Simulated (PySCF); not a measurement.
Y(Cl)3 cation (Cl₃Y), SMILES [Cl][Y]([Cl])[Cl] (connectivity only; charge and spin as stated), charge +1, multiplicity 2. Atoms are numbered in the order given.

```xyz
4

Y      0.0000     0.0000    -0.6357
Cl     1.8773     1.0839     0.4861
Cl     0.0000    -2.1677     0.4861
Cl    -1.8773     1.0839     0.4861
```
Charge +1, spin multiplicity 2.

Coordinates come from a PBE0-D3(BJ)/def2-SVP optimisation. A frequency run showed that this geometry is not a minimum. The multiplicity is an assumed one; other spin states were not compared. The isomer is the one that the SMILES or the coordinates give; other isomers of the formula were not compared. The def2 effective core potentials stand for the cores of Y; spin–orbit coupling is left out.

Level of theory: PBE0/def2-TZVPD in PySCF.

Mulliken values depend strongly on the basis, most of all with diffuse functions as here. ESP charges are fitted to the potential on shells at 1.4 to 2.0 van der Waals radii. Atomic charges (e):

| atom | Mulliken | ESP fit | Mulliken spin |
|---|---|---|---|
| Y1 | 1.58 | 1.47 | -0.11 |
| Cl2 | -0.19 | -0.16 | 0.37 |
| Cl3 | -0.19 | -0.15 | 0.37 |
| Cl4 | -0.19 | -0.16 | 0.37 |
